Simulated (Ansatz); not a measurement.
Reaction (redistribution): `O[SiH](Cl)[SiH2][SiH3]` + `F[Si](F)(Cl)O[SiH3]` → `O[SiH](Cl)O[Si](F)(F)Cl` + trisilane

Calculated with Ansatz (gas phase, PBE0-D4/def2-TZVP geometries, no zero-point term in ΔE). CBS: MP2 limit from def2 TZ/QZ plus the TZ coupled-cluster correction, frozen cores. DFT in def2-TZVPP. One conformer a species, not always the lowest.

`O[SiH](Cl)[SiH2][SiH3]`:

Cartesian coordinates in Å:
```
O 2.137 -1.702 -1.361
Si 1.222 -1.142 -0.122
Cl -0.117 -2.589 0.506
Si -0.081 0.727 -0.654
Si -1.513 1.227 1.126
H 1.702 -1.901 -2.192
H 2.174 -0.915 0.988
H 0.805 1.886 -0.962
H -0.872 0.407 -1.877
H -2.247 2.495 0.867
H -0.718 1.381 2.374
H -2.492 0.124 1.306
```

`F[Si](F)(Cl)O[SiH3]`:

Z-matrix (Å, degrees):
```
Si
F 1 1.574
Cl 1 2.011 2 108.9
F 1 1.574 2 107.0 3 117.6
O 1 1.587 2 110.5 3 -122.1
Si 5 1.645 1 158.2 2 -58.5
H 6 1.480 5 107.7 1 179.5
H 6 1.482 5 109.1 1 59.7
H 6 1.482 5 109.1 1 -60.6
```

`O[SiH](Cl)O[Si](F)(F)Cl`:

Cartesian coordinates in Å:
```
O -1.752 0.569 -1.558
Si -1.018 0.917 -0.153
Cl -2.220 0.189 1.311
O 0.445 0.198 -0.069
Si 1.407 -0.958 0.473
F 0.947 -2.358 -0.076
F 2.855 -0.691 -0.075
Cl 1.459 -1.024 2.481
H -1.317 0.800 -2.380
H -0.805 2.358 0.045
```

`[SiH3][SiH2][SiH3]`:

Z-matrix (Å, degrees):
```
Si
Si 1 2.338
H 1 1.488 2 109.8
H 1 1.488 2 111.3 3 120.4
H 1 1.488 2 109.8 3 -119.2
Si 2 2.338 1 110.3 3 59.6
H 2 1.490 1 109.6 3 -179.6
H 2 1.490 1 109.6 3 -61.1
H 6 1.488 2 109.8 1 -59.5
H 6 1.488 2 109.8 1 59.7
H 6 1.488 2 111.3 1 -179.9
```

```
        level  ΔE (kcal/mol)
       PBE-D4           -7.5
HF/def2-QZVPP           -6.7
```

Task: What does CCSD(T)/CBS give? (Best estimate.)

Result: Ansatz gave: -7.4 kcal/mol. The listed levels differ from it by -0.1, 0.7 kcal/mol.

Largest T1 diagnostic among the species: 0.013.

The D4 term adds −0.7 kcal/mol with B3LYP and −0.4 kcal/mol with PBE0; it sums over pairs of atoms, weighted by their polarisabilities, and B3LYP, whose exchange is more repulsive, gets the larger term.

CCSD(T)/CBS has its own doubt, a few kJ/mol and more with outer-core shells, so smaller differences from it don't rank the levels.

B3LYP here is the variant with VWN-RPA as its local correlation; programs differ in this.
